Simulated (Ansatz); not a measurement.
**A geometry optimisation of BrClHSi2 with B3LYP/6-31G***

The starting geometry of this gas-phase doublet was optimised with GFN2-xTB.

```xyz
5

Br   -1.0260   -0.5142    4.7851
Cl    0.1739   -2.3252    0.4571
Si    0.6912   -0.6799    1.5534
Si    0.4330    0.6147    3.3458
H     1.7321   -0.0365    0.7394
```

Task: Where would you expect an optimisation with B3LYP/6-31G* to take it?

Result: It keeps its bonds.

The energy falls by 0.20 eV over 10 steps:

| step | E − E(last) (eV) |
| --- | --- |
| 1 | 0.202 |
| 2 | 0.074 |
| 3 | 0.031 |
| 4 | 0.012 |
| 5 | 0.003 |
| 6 | 0.001 |
| 7 | 0.000 |
| 8 | 0.000 |
| 9 | 0.000 |
| 10 | 0.000 |

Final geometry (Å):

```yaml
atoms:
  - { symbol: Br, position_ang: [-1.0848, -0.7377, 4.4748] }
  - { symbol: Cl, position_ang: [0.0087, -2.2937, 0.8518] }
  - { symbol: Si, position_ang: [0.8312, -0.5216, 1.5403] }
  - { symbol: Si, position_ang: [0.4646, 0.6670, 3.5239] }
  - { symbol: H, position_ang: [1.7844, -0.0551, 0.4901] }
```

The end wasn't checked by frequencies. Open shells are spin-unrestricted. Run with Ansatz 0.2.0, 37 s on 2 threads of Intel(R) Xeon(R) 6975P-C (Granite Rapids), on a shared host.
